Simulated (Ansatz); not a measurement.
Two isomers of C7H14: A = `CCC1CCCC1`, B = `C[C@@H]1CCC[C@@H]1C`.

Calculated with Ansatz (gas phase, PBE0-D4/def2-TZVP geometries, no zero-point term in ΔE). CCSD(T)/CBS is the MP2 limit (def2-TZVPP, def2-QZVPP) plus CCSD(T) − MP2 in def2-TZVPP, frozen cores. DFT in def2-TZVPP. B3LYP here is the variant with VWN-RPA as its local correlation; programs differ in this. Each species was taken in one conformer, which may not be the lowest.

A:

Z-matrix (Å, degrees):
```
C
C 1 1.520
H 1 1.094 2 111.0
H 1 1.093 2 111.5 3 119.9
H 1 1.092 2 111.4 3 -120.0
C 2 1.518 1 113.8 3 -58.1
H 2 1.096 1 109.4 3 64.1
H 2 1.097 1 109.7 3 -179.9
C 6 1.525 2 114.4 1 178.4
C 6 1.529 2 115.0 1 -63.8
H 6 1.100 2 108.5 1 57.7
C 9 1.528 6 104.2 2 166.5
H 9 1.093 6 113.1 2 -70.2
H 9 1.097 6 108.7 2 48.7
C 10 1.537 6 105.3 2 -161.1
H 10 1.097 6 108.5 2 -43.0
H 10 1.092 6 113.2 2 75.5
H 12 1.093 9 109.7 6 87.8
H 12 1.092 9 112.5 6 -153.6
H 15 1.092 10 111.2 6 139.6
H 15 1.092 10 111.0 6 -102.1
```

B:

```xyz
21

C    -0.651   -1.467    0.884
C    -0.432   -0.785   -0.459
C     0.986   -1.008   -0.986
C     1.850    0.040   -0.262
C     0.871    1.144    0.185
C    -0.496    0.749   -0.389
C    -1.676    1.341    0.355
H    -0.512   -2.547    0.790
H     0.054   -1.110    1.640
H    -1.660   -1.296    1.266
H    -1.176   -1.164   -1.167
H     1.003   -0.823   -2.064
H     1.340   -2.030   -0.830
H     2.354   -0.401    0.601
H     2.637    0.425   -0.913
H     0.813    1.190    1.277
H     1.176    2.138   -0.149
H    -0.536    1.101   -1.428
H    -2.627    1.005   -0.068
H    -1.661    1.063    1.412
H    -1.660    2.433    0.305
```

(1) Which isomer does CCSD(T)/CBS put lower? Give the gap. (Best estimate.)

(2) Give E(B) − E(A) in kcal/mol with BLYP-D4, r2SCAN-D4, B3LYP, MP2/def2-TZVPP, B2PLYP, CCSD(T)/def2-SVP, CCSD/def2-TZVPP. (An estimate is asked.)

Largest T1 diagnostic: 0.009.

## Answers

(1) The calculation gave: B, by 0.7 kcal/mol.

(2) Ansatz gave: BLYP-D4 -0.5, r2SCAN-D4 -0.5, B3LYP 0.9, MP2/def2-TZVPP -1.3, B2PLYP 0.1, CCSD(T)/def2-SVP -1.0, CCSD/def2-TZVPP -0.5. The order is the other way round with B3LYP.

In def2-TZVPP, CCSD(T) changes the Hartree–Fock value by −2.1 kcal/mol (the triples alone add −0.3 kcal/mol) and MP2 by −2.5 kcal/mol. Leaving LDA and LC-ωPBE aside and taking each functional with its dispersion term where it has one, the values, not all of them listed here, spread over 0.9 kcal/mol, from revPBE-D4 to B2PLYP. LDA lies −1.3 kcal/mol from PBE without D4.
